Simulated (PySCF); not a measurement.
Ligands exchanged one at a time, Ga SH-H. Gas-phase values, no solvent. One relaxed conformer stands for each flexible species; it need not be the lowest. Strings in code marks are SMILES.

All values below come from PBE-D3(BJ)/def2-TZVP // B3LYP-D3(BJ)/def2-TZVP (PySCF). All candidates: neutral, multiplicity 1. 

```json
{
  "HOMO": "-7.35 eV",
  "HOMO–LUMO gap": "4.69 eV",
  "LUMO": "-2.65 eV"
}
```

### Question
Identify which member has these values.
A. `[GaH3]`
B. `[SH][GaH][SH]` (H–S–Ga–S torsion 0°, S–Ga–S–H torsion 0°)
C. `[SH][GaH2]`

### Answer
A, `[GaH3]`. The others give `[SH][GaH2]`: -6.54 eV, 4.25 eV, -2.29 eV; `[SH][GaH][SH]` (H–S–Ga–S torsion 0°, S–Ga–S–H torsion 0°): -6.38 eV, 4.42 eV, -1.97 eV
